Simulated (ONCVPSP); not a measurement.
## Which change was made? (Ti, ONCV)

titanium, optimised norm-conserving Vanderbilt (ONCV), made with ONCVPSP 4.0.1 (PBE, scalar-relativistic). Core [Ne], reference 3s2 3p6 3d2 4s1.5 (charge +0.5). Waves: 3s+4s: rc 1.35 bohr, ncon 3, nbas 6, qcut 7.6 1/bohr, 2 projectors; 3p: rc 1.30 bohr, ncon 4, nbas 9, qcut 13.4 1/bohr, 2 projectors, debl 1.5 Ha; 3d: rc 1.65 bohr, ncon 5, nbas 9, qcut 8.8 1/bohr, 1 projector. Local part: polynomial inside 1.25 bohr (lpopt 5, dvloc0 0 Ha). Core correction: Teter function, fcfact 2.25, rcfact 1.35.

In the p channel the program set the typed energies aside and used -1.555, 0.250 Ha.

Cutoffs, loose and tight: the cutoffs (Ha) at which the residual kinetic energy of the hardest occupied pseudo-wave falls to 1 and 0.1 mHa per electron. They do not see the model core or the augmentation charge, which bear on the density cutoff. Test errors are all-electron minus pseudo excitation energies from the reference, over the configurations 3s2 3p6 3d2 4s2; 3s2 3p6 3d2 4s1; 3s2 3p6 3d2 4s0; 3s2 3p6 3d3 4s1; variants that change the core or the reference have their own tests.

The base gives: outcome: generated, projector energies reset by the program; cutoff, loose: 37 Ha; cutoff, tight: 49 Ha; bound ghosts: none; GHOST(+) flags above zero: none; largest test error (meV): +1.6.

(1) After one change the result is: outcome: generated, projector energies reset by the program; cutoff, loose: 68 Ha; cutoff, tight: 83 Ha; bound ghosts: none; GHOST(+) flags above zero: none; largest test error (meV): -0.9. Which change was it?
A. d: rc 2.08
B. d: qcut 5.5
C. s: qcut 9; p: qcut 16; d: qcut 10.5

Results:

(1) C. The others give: d: qcut 5.5 → outcome: generated, projector energies reset by the program; cutoff, loose: 104 Ha; cutoff, tight: 115 Ha; bound ghosts: none; GHOST(+) flags above zero: none; largest test error (meV): +6.6 | d: rc 2.08 → outcome: generated, projector energies reset by the program; cutoff, loose: 37 Ha; cutoff, tight: 49 Ha; bound ghosts: none; GHOST(+) flags above zero: none; largest test error (meV): +7.9.
